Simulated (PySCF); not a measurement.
# Excitation energy of Mn²⁺ by level of theory

Mn²⁺ [Ar] 3d5 (6S) → Mn²⁺ [Ar] 3d4 4p1 (high-spin determinant), as a difference of total energies. Calculation: PySCF 2.14, in aug-cc-pVTZ with one added diffuse shell each of s, p, d, f, g type (9s8p6d4f3g, 118 functions); no relativity, point nucleus. Correlated levels: valence: [Ar] frozen. The calculations carry no spin-orbit coupling.

```
           method  excitation energy (eV)
              UHF                  13.269
              LDA                  13.820
              PBE                  13.520
             PBE0                  13.650
           r2SCAN                  13.657
            B3LYP                  13.510
           PBEsol                  13.665
          r2SCAN0                  13.746
    MP2 (valence)                  13.858
SCS-MP2 (valence)                  13.465
```

Task: How much does correlation contribute at MP2 (valence)?

Result: 13.858 − (13.269) = 0.589 eV, measured against UHF.

A first-order spin-orbit estimate (lowest level to lowest level, LS coupling) adds -0.108 eV.

The determinant of the upper state mixes LS terms, which raises its energy above the lowest term, most at the Hartree-Fock and MP2 levels.
